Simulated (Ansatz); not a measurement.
Geometry optimisation, RKS B3LYP-D4/def2-SVPD in Ansatz.

The input (input.yaml):

```yaml
crystal:
  periodic: [false, false, false]
  atoms:
    - { symbol: C, position_ang: [-0.8049, -1.873, 0.1386] }
    - { symbol: C, position_ang: [-0.3507, -0.74, 0.0479] }
    - { symbol: Ge, position_ang: [0.416, 0.9785, -0.0876] }
    - { symbol: H, position_ang: [-1.2239, -2.7753, 0.1916] }
    - { symbol: H, position_ang: [-1.10898, -0.01631, -0.25108] }
    - { symbol: H, position_ang: [-0.1189, 1.9056, 1.0418] }
    - { symbol: H, position_ang: [2.0108, 0.8481, 0.0987] }
basis:
  gaussian: { orbitals: def2-SVPD }
hamiltonian:
  xc: b3lyp
  dispersion: d4
relax:
  f_tol: 0.02
  max_steps: 50
```

Run as:

```bash
$ ansatz run input.yaml --threads 2 --pin off --max-ram 3072MiB --backend cpu --events-out ev --progress --plain --runs-dir out
```

Question: Where does it end, and by what steps?

Answer: The run converged. After 35 steps the energy has fallen by 3.296 eV; H5 moved furthest, 1.55 Å. Joined: C1–Ge3 (3.11 → 1.93 Å).

```json
{"step": "0", "energy less start (eV)": "0.0000", "largest force component (eV/Å)": "3.489", "accepted": "yes"}
{"step": "2", "energy less start (eV)": "-1.1130", "largest force component (eV/Å)": "1.176", "accepted": "yes"}
{"step": "4", "energy less start (eV)": "-1.3528", "largest force component (eV/Å)": "0.647", "accepted": "yes"}
{"step": "6", "energy less start (eV)": "-1.5650", "largest force component (eV/Å)": "1.514", "accepted": "yes"}
{"step": "8", "energy less start (eV)": "-2.0160", "largest force component (eV/Å)": "0.824", "accepted": "yes"}
{"step": "10", "energy less start (eV)": "-2.1398", "largest force component (eV/Å)": "0.831", "accepted": "yes"}
{"step": "12", "energy less start (eV)": "-2.2885", "largest force component (eV/Å)": "0.739", "accepted": "yes"}
{"step": "14", "energy less start (eV)": "-2.4707", "largest force component (eV/Å)": "0.254", "accepted": "yes"}
{"step": "16", "energy less start (eV)": "-2.6431", "largest force component (eV/Å)": "0.400", "accepted": "yes"}
{"step": "18", "energy less start (eV)": "-2.6793", "largest force component (eV/Å)": "0.350", "accepted": "yes"}
{"step": "20", "energy less start (eV)": "-2.7449", "largest force component (eV/Å)": "0.241", "accepted": "yes"}
{"step": "22", "energy less start (eV)": "-2.7538", "largest force component (eV/Å)": "0.255", "accepted": "yes"}
{"step": "24", "energy less start (eV)": "-2.7591", "largest force component (eV/Å)": "0.158", "accepted": "yes"}
{"step": "26", "energy less start (eV)": "-2.7461", "largest force component (eV/Å)": "1.639", "accepted": "no"}
{"step": "28", "energy less start (eV)": "-2.8271", "largest force component (eV/Å)": "1.200", "accepted": "yes"}
{"step": "30", "energy less start (eV)": "-3.1152", "largest force component (eV/Å)": "1.880", "accepted": "yes"}
{"step": "32", "energy less start (eV)": "-3.2630", "largest force component (eV/Å)": "0.535", "accepted": "yes"}
{"step": "34", "energy less start (eV)": "-3.2955", "largest force component (eV/Å)": "0.024", "accepted": "yes"}
{"step": "35", "energy less start (eV)": "-3.2955", "largest force component (eV/Å)": "0.012", "accepted": "yes"}
```

```xyz
7
Properties=species:S:1:pos:R:3
C -0.440 -1.214 0.397
C -0.663 -0.504 -0.704
Ge 0.317 0.548 0.577
H -0.660 -2.219 0.764
H -1.154 -0.651 -1.668
H -0.406 1.612 1.410
H 1.825 0.755 0.404
```

The run took 67 s on 2 threads of AMD EPYC 7R13 Processor (Zen 3), with other jobs on the host, peak memory 0.27 GiB.
